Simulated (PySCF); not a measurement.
A mixed set of molecules. Method used: TDDFT CAM-B3LYP/def2-SVPD, vertical, gas phase, core orbitals frozen in the response in PySCF. Geometries: GFN2-xTB; one conformer of each isolated species. Triplets are in the Tamm–Dancoff approximation.

Question: Rank by computed lowest singlet excitation energy, lowest first.
A. `CN(N)C1CC1`
B. `[H][H]`
C. `NN(C)CC=C`
D. `C#Cc1nncc(C)n1`
E. `FC(F)(F)C1[SiH2]C[SiH2]1`
F. `C=Cn1nccc1C#N`
G. `C1CP1`
H. `n1c(ncc(c1)C#N)C`

Answer: D (3.30 eV), H (4.39 eV), F (5.09 eV), C (6.12 eV), A (6.33 eV), G (6.60 eV), E (6.75 eV), B (12.45 eV).

```csv
SMILES,S1 (eV),first f ≥ 0.01 (nm),HOMO (eV),f (S1),gap (eV),S1 mainly
C#Cc1nncc(C)n1,3.30,236,-8.36,0.004,7.35,H→L (70%)
Cc1ncc(C#N)cn1,4.39,223,-9.34,0.000,8.28,H→L (97%)
C=Cn1nccc1C#N,5.09,244,-8.63,0.330,7.80,H→L (96%)
C=CCN(C)N,6.12,203,-7.88,0.041,9.19,H→L (91%)
CN(N)C1CC1,6.33,196,-7.82,0.048,9.33,H→L (79%)
C1CP1,6.60,188,-8.78,0.029,10.07,H→L+1 (84%)
FC(F)(F)C1[SiH2]C[SiH2]1,6.75,161,-9.80,0.005,10.17,H→L (95%)
[H][H],12.45,100,-13.31,0.427,15.85,H→L (100%)
```

H and L stand for HOMO and LUMO.

Mean S1 by what the SMILES shows (count): single bonds only 8.03 eV (4); an aromatic ring 4.26 eV (3).

- `C#Cc1nncc(C)n1`: Löwdin shares by element: HOMO nitrogen 78%, carbon 8% or more; LUMO nitrogen 35% or more, carbon 32% or more (atoms not listed hold the other 33%).
- `Cc1ncc(C#N)cn1`: Löwdin shares by element: HOMO nitrogen 67% or more, carbon 13% or more (atoms not listed hold the other 20%); LUMO carbon 45% or more, nitrogen 11% or more (atoms not listed hold the other 44%).
- `C=Cn1nccc1C#N`: Löwdin shares by element: HOMO carbon 56% or more, nitrogen 17% or more (atoms not listed hold the other 26%); LUMO carbon 25% or more, nitrogen 24% or more (atoms not listed hold the other 51%).
- `C=CCN(C)N`: Löwdin shares by element: HOMO nitrogen 67%, carbon 15% or more (atoms not listed hold the other 18%); LUMO hydrogen 28% or more, carbon 25% or more (atoms not listed hold the other 47%).
- `CN(N)C1CC1`: Löwdin shares by element: HOMO nitrogen 67%, carbon 15% or more (atoms not listed hold the other 19%); LUMO hydrogen 22% or more, carbon 22% or more (atoms not listed hold the other 57%).
- `C1CP1`: Löwdin shares by element: HOMO phosphorus 58%, carbon 29%, hydrogen 8% or more; LUMO carbon 36%, phosphorus 24%, hydrogen 12% or more (atoms not listed hold the other 27%).
- `FC(F)(F)C1[SiH2]C[SiH2]1`: Löwdin shares by element: HOMO carbon 38% or more, silicon 33% (atoms not listed hold the other 28%); LUMO silicon 38%, carbon 21% or more (atoms not listed hold the other 40%).
